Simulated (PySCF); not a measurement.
Isomers of C8H8S, from PBE0-D3(BJ)/def2-SVP geometry optimisation, gas phase in PySCF 2.14.0. One conformer each, no zero-point energy, no frequencies.

Question: Which isomer lies lowest at this level?
A. `[CH2:1]=[CH:2][S:3][c:4]1[cH:5][cH:6][cH:7][cH:8][cH:9]1` with C1–C2–S3–C4 0°, C2–S3–C4–C5 92°: A = 2811, B = 919.4, C = 914.0 MHz, dipole 1.52 D
B. `[SH:1][C@:2]12[C@H:3]3[C@@H:4]4[C@@H:5]5[C@H:6]3[C@H:7]1[C@@H:8]5[C@H:9]24` with H–S1–C2–C3 63°: A = 3344, B = 1294, C = 1289 MHz, dipole 1.54 D
C. `[CH2:1]=[CH:2][c:3]1[cH:4][cH:5][c:6]([SH:7])[cH:8][cH:9]1` with C1–C2–C3–C4 178°, C5–C6–S7–H 180°: A = 4972, B = 694.6, C = 609.5 MHz, dipole 0.91 D

Answer: C. That is `C=Cc1ccc(S)cc1`, 5.4 kcal/mol below the next.

| SMILES | mapped SMILES | E (Eh) | relative (kcal/mol) | relative (kJ/mol) | dipole (D) |
| --- | --- | --- | --- | --- | --- |
| C=Cc1ccc(S)cc1 | [CH2:1]=[CH:2][c:3]1[cH:4][cH:5][c:6]([SH:7])[cH:8][cH:9]1 | -706.99929 | 0.0 | 0.0 | 0.91 |
| C=CSc1ccccc1 | [CH2:1]=[CH:2][S:3][c:4]1[cH:5][cH:6][cH:7][cH:8][cH:9]1 | -706.99071 | 5.4 | 22.5 | 1.52 |
| S[C@]12[C@H]3[C@@H]4C5[C@H]3[C@H]1[C@@H]5[C@@H]42 | [SH:1][C@:2]12[C@H:3]3[C@@H:4]4[C@@H:5]5[C@H:6]3[C@H:7]1[C@@H:8]5[C@H:9]24 | -706.85061 | 93.3 | 390.4 | 1.54 |

As drawn, the lowest has an aromatic ring and a C=C bond outside aromatic rings, which the highest lacks; the highest has a four-membered ring, which the lowest lacks.
